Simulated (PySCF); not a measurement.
**Exercise with solution: refractive index and permittivity of the vapour**

C9H6N4, SMILES C12=NC=NC3=NC=CC(N23)=CC=C1.

Geometry: PBE0-D3(BJ)/def2-SVP.

PBE/def2-SVP (PySCF) gives a mean static polarisability of 124.1 bohr³ and a dipole moment of 4.51 D. Take an ideal gas at 298.15 K and 1 bar, whether or not the substance is that volatile.

Task: Work out n − 1 in the optical limit and the static ε − 1.

Result: 
Polarisability volume α' = 124.1 × 0.148185 = 18.39 Å³. Number density N = p/kT = 2.43e-5 Å⁻³.
Dilute limit of Lorentz–Lorenz: n − 1 = 2π N α' = 0.0028.
Orientation term of Debye: μ²/(3kT) = 8.098 Å³ × μ²(D²) = 164.71 Å³.
ε − 1 = 4π N (α' + μ²/3kT) = 0.056. Orientation of the dipole supplies 90 % of the static response; it can't follow optical fields. Vibrational polarisation and dispersion are left out.
